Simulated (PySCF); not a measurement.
**Polarisability and C₆ of La²⁺ (lanthanum, charge +2)**

[Xe] 5d1, 2D determinant. All numbers are calculated (PySCF 2.14, a scalar-relativistic core potential, in def2-QZVPPD with the def2 core potential (46 electrons)). Coupled (time-dependent) response in atomic units; α is the mean over directions.

```json
{"method": "HSE06", "mean α (bohr³)": "18.76", "α xx, yy, zz": "22.07, 22.07, 12.13", "C₆ (like pair)": "126.8", "S(−4)": "215.2"}
```

S(−4) is the Cauchy moment in α(ω) = α(0) + S(−4) ω² + …

Spin-orbit coupling is absent.

α(iu) at HSE06:

```csv
u (hartree),α(iu) (bohr³)
0,18.76
0.0500,18.25
0.100,17.03
0.200,14.26
0.300,12.04
0.500,8.992
0.750,6.558
1.00,4.920
1.50,2.960
2.00,1.926
3.00,0.9734
5.00,0.3796
```

A single London oscillator, α(iu) = α/(1 + u²/ω²), gives C₆ = (3/4) ω α². Matching the computed C₆ needs ω = 4 × 126.8 / (3 × 18.76²) = 0.480 hartree.

For an ion, C₆ is the dispersion term alone; charge-induced terms of lower order in 1/R come first.

The components differ because the open shell of this determinant is not spherical; for a pure term their mean is the scalar polarisability.

Energies and moments cover only the electrons outside the core potential. Spin-orbit coupling, absent here, splits the open shell strongly.
